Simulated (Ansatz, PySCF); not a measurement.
This singlet lies 1.96 eV below the relaxed triplet at the level B3LYP/cc-pVTZ // PBE0-D3(BJ)/def2-TZVP (Ansatz, a quantum-chemistry and plane-wave program).

Cartesian coordinates (Å):
```xyz
9

C     -1.9471    -0.0972    -0.2313
C     -0.6242    -0.2561    -0.2118
Ge     0.5286     1.1401    -1.0034
N      2.1058     0.3023    -0.6527
H     -2.4037     0.7865    -0.6737
H     -2.6386    -0.8251     0.1870
H     -0.2192    -1.1607     0.2453
H      2.2038    -0.5904    -0.1930
H      2.9947     0.7004    -0.9085
```
Charge 0, spin multiplicity 1.

Problem. Predict the LUMO, HOMO and dipole moment from PySCF with PBE0-D3(BJ)/def2-TZVP.

Solution. 
```yaml
LUMO: -1.57 eV
HOMO: -6.40 eV
dipole_moment: 1.40 D
```
